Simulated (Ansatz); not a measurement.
```yaml
crystal:
  periodic: [false, false, false]
  atoms:
    - {symbol: B, position_ang: [-0.202885, 1.046738, -0.254964]}
    - {symbol: H, position_ang: [-0.206572, 1.573088, -1.333467]}
    - {symbol: H, position_ang: [-0.319629, 1.947426, 0.648390]}
    - {symbol: N, position_ang: [1.141842, 0.191073, -0.030267]}
    - {symbol: B, position_ang: [0.201845, -1.108323, 0.212233]}
    - {symbol: H, position_ang: [0.265141, -1.934668, -0.652288]}
    - {symbol: H, position_ang: [0.248399, -1.502783, 1.297184]}
    - {symbol: N, position_ang: [-1.162999, -0.188469, -0.035495]}
    - {symbol: H, position_ang: [1.693767, 0.443680, 0.871584]}
    - {symbol: H, position_ang: [1.734501, 0.148529, -0.785935]}
    - {symbol: H, position_ang: [-1.779419, -0.137100, 0.808294]}
    - {symbol: H, position_ang: [-1.732006, -0.470701, -0.834388]}
basis:
  gaussian: {orbitals: STO-3G}
hamiltonian: {xc: {name: wB97X}}
scf: {omitted_lower_state_checks: [starts]}
output: {forces: true}
```

```sh
$ ansatz run in.yaml --threads 4 --pin off --events-out ev --progress --plain --max-ram 3916MiB
```

Shortened log:

```
Functional definition: wB97X
390 factors; integrals over basis functions are off by at most 1.4e-4 eV
160 factors; integrals over basis functions are off by at most 1.6e-6 eV
mean field evaluation 1: about -4408.6919 eV, gradient 1.2e1 eV
mean field evaluation 2: about -4409.4387 eV, gradient 3.0e0 eV
mean field evaluation 4: about -4409.4774 eV, gradient 1.6e-1 eV
mean field evaluation 8: about -4409.3939 eV, gradient 7.8e-4 eV
mean field -4409.39394408 eV, -162.0422386504 hartree, gradient 1.1e-5 eV, S^2 0.000000; 0 other end points of the search recorded, 0 dependent functions left out
reference -4409.39392429 eV, -162.0422379232 hartree; 16, 16 occupied and 12, 12 virtual orbitals, 390 factors
Total energy: -4409.39392429 eV, -162.0422379232 hartree
Atom 0 at    -0.202885     1.046738    -0.254964 Å, force     0.345396     3.484065     1.256095 eV/Å
Atom 1 at    -0.206572     1.573088    -1.333467 Å, force    -0.238001    -0.823349     0.442023 eV/Å
Atom 2 at    -0.319629     1.947426     0.648390 Å, force     0.115797    -2.080446    -1.609093 eV/Å
Atom 3 at     1.141842     0.191073    -0.030267 Å, force    -3.351520    -0.151464     6.053901 eV/Å
Atom 4 at     0.201845    -1.108323     0.212233 Å, force    -0.904144     0.253440    -1.501933 eV/Å
Atom 5 at     0.265141    -1.934668    -0.652288 Å, force     0.249074     0.565110     0.483034 eV/Å
Atom 6 at     0.248399    -1.502783     1.297184 Å, force     0.089397    -0.105782     0.567069 eV/Å
Atom 7 at    -1.162999    -0.188469    -0.035495 Å, force     1.808564    -0.372762     1.361618 eV/Å
Atom 8 at     1.693767     0.443680     0.871584 Å, force    -0.797669    -0.318640    -1.984284 eV/Å
Atom 9 at     1.734501     0.148529    -0.785935 Å, force     3.388464    -0.202309    -3.912154 eV/Å
Atom 10 at    -1.779419    -0.137100     0.808294 Å, force    -0.000376     0.076930    -0.289310 eV/Å
Atom 11 at    -1.732006    -0.470701    -0.834388 Å, force    -0.704981    -0.324793    -0.866966 eV/Å
Dipole moment:     0.006410    -0.066221     0.020150 e Å
Checks for a lower state left out: starts
```

Hardware: 4 threads of Arm Neoverse V1 on a shared host. Wall time 1.2 s.
